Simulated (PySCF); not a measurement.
A GIAO shielding run with PySCF 2.14 (density fitting, non-relativistic, gas phase) on SMILES S(C)[Si@@H](N)[SiH2]CC#N, C3H10N2SSi2:

```
$ OMP_NUM_THREADS=1 python probes_run.py task.json out

{"job": {"kind": "nmr", "xc": "PBE0", "basis": "pcSseg-1"}, "charge": 0, "multiplicity": 1}
C     -2.711920     0.834880     0.020160
S     -2.459611    -0.365790     1.364213
Si    -0.422034    -0.965880     0.967524
N     -0.463581    -1.648673    -0.613669
Si     1.045876     0.826080     0.912225
C      2.051471     0.804229    -0.738995
C      2.553053    -0.505430    -0.973430
N      2.911129    -1.583952    -1.123049
H     -2.073512     1.698831     0.180378
H     -2.491837     0.367008    -0.933680
H     -3.753960     1.133890     0.056558
H     -0.209780    -1.877824     2.094508
H     -1.220586    -2.270202    -0.860547
H      0.397331    -1.978715    -1.024480
H      2.047852     0.755240     1.982431
H      0.489782     2.188527     0.946168
H      2.884787     1.504810    -0.688816
H      1.416780     1.089289    -1.579156
```

Hardware: 1 thread of an Intel Xeon, shared host. The job also computes population analyses, field gradients.

(1) How large is the calculation?

(2) How long does it take, and how much memory does it need?

## Answers

(1) 86 electrons, 207 basis functions and 1136 auxiliary functions.

(2) 81 s of wall time, with 14 SCF cycles and 5 response iterations; peak memory 0.94 GiB. Times on a shared host scatter by some tens of per cent.
